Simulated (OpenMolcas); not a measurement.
Cr²⁺: effect of the level shift or regulariser

- Program: OpenMolcas
- Basis: ANO-RCC-VTZP [6s5p3d2f1g]
- Scalar Hamiltonian: DKH2, point nucleus
- Active space: 4 electrons in 5 orbitals (3d)
- State averaging: 2S+1 = 5 even, 5 roots; 2S+1 = 3 even, 45 roots; 2S+1 = 1 even, 50 roots
- Spin-orbit coupling: state interaction with AMFI integrals over the reference wave functions, term energies averaged over their components

Methods on the same reference wave functions:
A. CASSCF
B. MS-CASPT2, IPEA 0.25 Eh, imaginary shift 0.1 Eh (closed shells correlated: 3s 3p)
C. MS-CASPT2, IPEA 0.25 Eh, real shift 0.2 Eh (closed shells correlated: 3s 3p)
D. MS-CASPT2, IPEA 0.25 Eh, sigma2 regulariser 0.3 Eh (closed shells correlated: 3s 3p)

Energies in cm⁻¹ above 3d⁴ ⁵D₀, the measured ground level; measured values from Sugar and Corliss, J. Phys. Chem. Ref. Data 6, 317 (1977).

| Level | A | B | C | D | Measured |
| --- | --- | --- | --- | --- | --- |
| 3d⁴ ⁵D₀ | 0.0 | 0.0 | 0.0 | 0.0 | 0.0 |
| 3d⁴ ⁵D₁ | 64.8 | 66.0 | 66.0 | 66.0 | 62.2 |
| 3d⁴ ⁵D₂ | 193 | 195 | 195 | 195 | 183 |
| 3d⁴ ⁵D₃ | 379 | 383 | 383 | 383 | 357 |
| 3d⁴ ⁵D₄ | 621 | 624 | 624 | 624 | 576 |
| 3d⁴ ³H₄ | 20113 | 17530 | 17560 | 17530 | 17274 |
| 3d⁴ ³H₅ | 20245 | 17670 | 17700 | 17670 | 17397 |
| 3d⁴ ³H₆ | 20397 | 17830 | 17850 | 17830 | 17531 |
| 3d⁴ ³P₀(1) | 21815 | 16780 | 16830 | 16790 | 16771 |
| 3d⁴ ³P₁(1) | 22196 | 17170 | 17220 | 17180 | 17169 |
| 3d⁴ ³P₂(1) | 22898 | 17870 | 17920 | 17880 | 17851 |
| 3d⁴ ³F₂(1) | 23108 | 18690 | 18730 | 18700 | 18452 |
| 3d⁴ ³F₃(1) | 23161 | 18760 | 18790 | 18760 | 18511 |
| 3d⁴ ³F₄(1) | 23240 | 18840 | 18880 | 18840 | 18583 |
| 3d⁴ ³G₃ | 25343 | 21210 | 21240 | 21210 | 20704 |
| 3d⁴ ³G₄ | 25505 | 21370 | 21400 | 21370 | 20853 |
| 3d⁴ ³G₅ | 25653 | 21530 | 21560 | 21530 | 20996 |
| 3d⁴ ¹I₆ | 30170 | 26500 | 26540 | 26500 | 26015 |
| 3d⁴ ¹G₄(1) | 31770 | 26000 | 26040 | 26000 | 25139 |
| 3d⁴ ³D₃ | 32737 | 26430 | 26460 | 26430 | 25726 |
| 3d⁴ ³D₂ | 32792 | 26480 | 26510 | 26490 | 25781 |
| 3d⁴ ³D₁ | 32847 | 26540 | 26570 | 26540 | 25848 |
| 3d⁴ ¹S₀(1) | 36881 | 28070 | 28130 | 28070 | 27372 |
| 3d⁴ ¹D₂(1) | 39486 | 33170 | 33230 | 33190 | 32152 |

Deviations, from unrounded energies. A percentage is the sum of absolute deviations over the sum of measured energies, with the sign that they share, or ± where signs differ.

| Against measurement | Levels | A | B | C | D |
| --- | --- | --- | --- | --- | --- |
| mean absolute deviation (cm-1) | 23 | 4400 | 370 | 400 | 370 |
| fine structure of the ground term (%) | 4 | +6.8 | +7.6 | +7.6 | +7.6 |
| other terms of the ground configuration (%) | 19 | +24.4 | +2.0 | +2.2 | +2.0 |

B, D lie about equally close to measurement and A furthest from it. The largest miss of B in the table is 3d⁴ ¹D₂(1), by +1000 cm-1. The ranking rests on the paired levels alone, and a cruder setting can come out closer through cancelling errors.

Among B to D the level of the table that moves most is 3d⁴ ¹D₂(1), by 58 cm-1 (lowest in B, highest in C). Moves below CASPT2's spread within the term are not significant.

The mean deviations of B to D differ by less than CASPT2's widest spread within a term (1000 cm-1), so their order carries little weight.

From A to B the spin-free energies of the other terms of 3d⁴ shown, above ⁵D, scale by factors of 0.76 to 0.88, as is usual when dynamic correlation screens the repulsion within a d or f shell.

The lowest spin-free term lies below A's lowest term by 0.382 hartree in B, 0.382 hartree in C, 0.382 hartree in D.

Term energies are means over components that CASPT2 splits; among the terms shown or strongly mixed into the levels shown the widest spread is 1000 cm-1 (3d⁴ ¹I, D). Without dynamic correlation excited terms often stand tens of per cent too high (terms of higher spin than the ground term too low), and those without a measured partner can miss by more than the paired ones (holds for A). The CASPT2 spread within a term exceeds the gap to the next term for 3d⁴ ³P(1) and 3d⁴ ³H, 3d⁴ ³D and 3d⁴ ¹I, so the order of their levels is uncertain (holds for B; C; D). Measured partners are found by configuration, term and J. A level has none where our copy of the source lacks it or the pairing is in doubt (some pairs that miss far off the trend of their configuration count as doubtful), and it then counts in no deviation. Only configurations of the active space appear. Levels that lie high or do not pair safely by name in every column are left out.

A number in round brackets counts repeated terms of one configuration in the order of the reference energies.
